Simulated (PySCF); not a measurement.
H₈N₂OSi₂. Atoms are numbered in the order given.

```xyz
13

Si    -1.5131     0.3181    -0.3842
N     -1.8582    -0.4705     1.1119
O      0.0000     0.0000    -1.0099
Si     1.5131    -0.3181    -0.3842
N      1.8582     0.4705     1.1119
H     -1.6287     1.7798    -0.1300
H     -2.4921    -0.1509    -1.3966
H     -2.0328    -1.4687     1.1664
H     -1.5221    -0.1016     1.9950
H      1.6287    -1.7798    -0.1300
H      2.4921     0.1509    -1.3966
H      1.5221     0.1016     1.9950
H      2.0328     1.4687     1.1664
```
Charge 0, spin multiplicity 1.

Geometry optimised at B3LYP-D3(BJ)/def2-SVP. One conformer was computed; it need not be the lowest.

Calculation: PySCF with B3LYP/pcSseg-1.

GIAO shieldings, no solvent; atoms listed in one row are averaged. δ = σ(ref) − σ: ²⁹Si against TMS (σ = 338.7 ppm); ¹⁵N against NH3 (σ = 265.5 ppm); ¹⁷O against H2O (σ = 333.8 ppm); ¹H against TMS (σ = 31.68 ppm), references at their B3LYP-D3(BJ)/def2-TZVP geometries, non-relativistic.

Problem. Estimate the chemical shifts. (The exact figures need the calculation; the answer reports its results.)

Solution. 
```
nucleus     atoms  count  δ (ppm)
-------  --------  -----  -------
²⁹Si     Si1, Si4      2    -44.0
¹⁵N        N2, N5      2     41.7
¹⁷O            O3      1    122.2
¹H        H6, H10      2     5.01
¹H        H7, H11      2     4.92
¹H        H8, H13      2     1.52
¹H        H9, H12      2     1.18
```
